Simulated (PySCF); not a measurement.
Compound: C4H10SSi2.
Cartesian coordinates in Å at the GFN2-xTB level; atoms count from 1:
```
atom  x, y, z in Å
C1    -2.653    0.866    0.311
C2    -2.302   -0.417   -0.354
S3    -3.114   -0.921   -1.673
Si4   -0.841   -1.439    0.318
C5     0.710   -0.526   -0.238
C6     1.689   -0.112    0.564
Si7    3.245    0.797    0.014
H8    -1.769    1.502    0.375
H9    -3.445    1.391   -0.221
H10   -2.979    0.667    1.332
H11   -0.944   -1.455    1.782
H12   -0.917   -2.782   -0.253
H13    0.801   -0.327   -1.300
H14    1.594   -0.316    1.625
H15    3.150    1.110   -1.412
H16    4.405   -0.059    0.274
H17    3.363    2.033    0.793
```

Computed, not measured: TDDFT B3LYP/def2-SVPD, vertical, gas phase, core orbitals frozen in the response in PySCF.

Transition dipole moments from the ground state, in atomic units and in the frame of the coordinates above (overall signs are arbitrary), for the states with f of 0.002 or more among the lowest 8:

| state | E (eV) | μx | μy | μz |
| --- | --- | --- | --- | --- |
| S2 | 4.169 | 0.408 | 0.062 | 0.152 |
| S3 | 4.664 | -0.486 | -0.135 | -0.145 |
| S4 | 4.930 | 0.747 | 0.137 | 0.385 |
| S5 | 5.423 | 0.487 | -0.178 | 0.247 |
| S6 | 5.464 | -0.495 | -0.253 | -0.507 |
| S7 | 5.563 | 0.126 | -0.375 | -0.200 |
| S8 | 5.766 | -0.293 | -0.344 | -0.593 |

Work out the oscillator strengths.

f = (2/3) ΔE |μ|² with ΔE in hartree (27.2114 eV).

```csv
state,|μ|² (au),|μ| (D),f
S2,0.194,1.12,0.020
S3,0.275,1.33,0.031
S4,0.725,2.16,0.088
S5,0.330,1.46,0.044
S6,0.566,1.91,0.076
S7,0.196,1.13,0.027
S8,0.555,1.89,0.078
```

Which bond between heavy atoms lies closest to the direction of the S4 transition dipole?

C5–C6, at 15° from it; next C2–S3 at 31°.

What angle do the transition dipoles of S2 and S6 make?

|cos θ| = |μa·μb| / (|μa| |μb|) = 0.89, so θ ≈ 27° (taken between 0 and 90°, since the signs are arbitrary).

How is the summed strength of these states shared among x, y and z?

(2/3) Σ ΔE μα² gives 0.190 for x, 0.053 for y and 0.120 for z, 0.364 in all.

What peak molar absorption coefficient would the strongest computed level give as a lone Gaussian band 0.5 eV wide at half height?

ε(max) = 2.175×10⁸ f / FWHM, with the width in cm⁻¹. S4: 2.175×10⁸ × 0.0876 / 4033 ≈ 4700 L mol⁻¹ cm⁻¹.

Time: 49 s of wall time. Hardware: one thread of an Arm Neoverse V1 (shared host).

One conformer stands for the species.
